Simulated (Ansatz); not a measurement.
All values below come from frozen-core CCSD(T)/cc-pVTZ // B3LYP-D3(BJ)/def2-TZVP run with Ansatz (a first-principles code).

Ansatz 0.2 input:
```yaml
crystal:
  periodic: [false, false, false]
  atoms:
    - { symbol: Si, position_ang: [-2.266999, -0.388996, -0.072464] }
    - { symbol: Ga, position_ang: [-0.025231, 0.531621, -0.034845] }
    - { symbol: Si, position_ang: [2.246153, -0.313938, -0.044838] }
    - { symbol: Cl, position_ang: [-0.061658, 2.724368, 0.018254] }
    - { symbol: H, position_ang: [-2.249802, -1.871927, -0.111093] }
    - { symbol: H, position_ang: [-2.984154, 0.111661, -1.270287] }
    - { symbol: H, position_ang: [-2.9971, 0.048327, 1.142285] }
    - { symbol: H, position_ang: [2.937709, 0.161774, -1.267901] }
    - { symbol: H, position_ang: [2.279536, -1.796943, -0.025176] }
    - { symbol: H, position_ang: [2.96872, 0.197099, 1.145108] }
basis:
  gaussian: { orbitals: cc-pVTZ }
correlation:
  method: ccsd_t
```

Output:

```
Functional definition: HF
1349 factors; integrals over basis functions are off by at most 1.3e-3 eV
mean field evaluation 1: about -80659.1481 eV, gradient 2.0e1 eV
mean field evaluation 2: about -80659.2634 eV, gradient 2.0e1 eV
mean field evaluation 4: about -80661.3642 eV, gradient 3.1e0 eV
mean field evaluation 8: about -80661.4161 eV, gradient 1.9e-1 eV
mean field evaluation 16: about -80660.9422 eV, gradient 9.0e0 eV
mean field -80661.41626963 eV, -2964.2523736372 hartree, gradient 3.9e-6 eV, S^2 0.000000; 0 other end points of the search recorded, 0 dependent functions left out
24 core orbitals not correlated
reference -80661.41626963 eV, -2964.2523736372 hartree; 17, 17 occupied and 188, 188 virtual orbitals, 1349 factors
second order -16.15268606 eV of doubles, -0.00000000 eV of singles
cycle   1  -17.30632624 eV  change    -1.2e0 eV  update   1.1e-1
cycle   2  -17.90448316 eV  change   -6.0e-1 eV  update   3.3e-2
cycle   3  -17.99416758 eV  change   -9.0e-2 eV  update   1.6e-2
cycle   4  -17.98679440 eV  change    7.4e-3 eV  update   4.2e-3
cycle   5  -17.98508226 eV  change    1.7e-3 eV  update   1.5e-3
cycle   6  -17.98451954 eV  change    5.6e-4 eV  update   4.7e-4
cycle   7  -17.98450252 eV  change    1.7e-5 eV  update   1.8e-4
cycle   8  -17.98456457 eV  change   -6.2e-5 eV  update   6.7e-5
cycle   9  -17.98457461 eV  change   -1.0e-5 eV  update   2.5e-5
perturbative correction -0.75118560 eV, -0.0276055616 hartree
Total energy: -80680.15202984 eV, -2964.9409001253 hartree
```

Cost: very roughly 6 core-minutes.
